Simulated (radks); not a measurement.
Values are calculated unless marked as measured or tabulated.
The oxygen ion O2+ inside a hard spherical wall (all orbitals vanish at R), configuration held at [He] 2s2 2p2 and not refilled when levels cross. Level of theory: scalar-relativistic Kohn-Sham, LDA (Slater exchange, VWN5 correlation), spin-polarised, spherical densities, point nucleus; open shells are filled with parallel spins first (a radial shooting solver on a logarithmic mesh with Libxc functionals). Eigenvalues in eV for spin up, with the zero of energy where the potential of the charges vanishes at infinity; a dash marks a level that is unbound or too diffuse for the functional's potential to be trusted. A positive occupied level is held by the wall or, in an anion where self-interaction has pushed it up, behind a barrier. The pressure on the wall is -dE/dV.

| R (bohr) | E (hartree) | kinetic (hartree) | e(1s) | e(2s) | e(2p) | e(3s, empty) | e(3p, empty) | pressure (GPa) |
|---|---|---|---|---|---|---|---|---|
| free | -72.76563 | 72.592 | -554.26 | -59.718 | -45.151 | -14.374 | -11.277 | 0 |
| 20 | -72.76563 | 72.592 | -554.26 | -59.718 | -45.151 | -14.374 | -11.277 | < 0.0001 |
| 12 | -72.76563 | 72.592 | -554.26 | -59.718 | -45.151 | -14.374 | -11.277 | < 0.0001 |
| 8 | -72.76563 | 72.592 | -554.26 | -59.718 | -45.151 | -14.351 | -11.209 | < 0.0001 |
| 7 | -72.76563 | 72.592 | -554.26 | -59.718 | -45.151 | -14.277 | -11.053 | < 0.0001 |
| 5 | -72.76557 | 72.593 | -554.25 | -59.715 | -45.148 | -12.950 | -9.194 | 0.0166 |
| 3 | -72.73210 | 72.868 | -552.99 | -58.898 | -44.195 | 5.523 | 9.592 | 26.9 |
| 2.5 | -72.61152 | 73.595 | -550.08 | -56.796 | -41.873 | 26.980 | 29.039 | 174 |
| 2 | -72.07859 | 75.986 | -541.90 | -49.582 | -34.551 | 77.557 | 72.181 | 1200 |
